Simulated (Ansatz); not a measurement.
Cartesian coordinates in Å:
```
C -0.284 1.992 0.387
O -0.862 0.790 -0.113
In 0.317 -1.163 -0.419
O 2.124 -0.548 0.147
O 0.004 -1.840 -2.252
O -1.023 -1.603 1.024
H 0.316 2.417 -0.415
H 0.362 1.799 1.246
H -1.071 2.698 0.661
H -1.390 0.342 0.573
H 2.266 -0.678 1.087
H 0.810 -1.835 -2.774
H -1.569 -2.372 0.849
```

Charge 0, multiplicity 1. In: def2 effective core potential.

(1) List the CAM-B3LYP/def2-TZVPP orbital energies in eV (Ansatz). (Estimate.)

Answers

(1) Computed: Occupied: -523.99, -521.76, -521.70, -521.66, -280.72, -128.94, -85.68, -85.46, -85.43, -31.46, -28.22, -28.10, -28.05, -22.73, -22.60, -22.57, -22.39, -22.36, -21.67, -17.01, -15.69, -14.86, -14.32, -13.92, -13.83, -12.48, -11.48, -10.99, -10.29, -10.21, -9.95, -9.73, -9.63. Lowest empty: -0.26, 1.19, 1.25, 1.35, 2.55, 3.11, 3.34, 3.68.
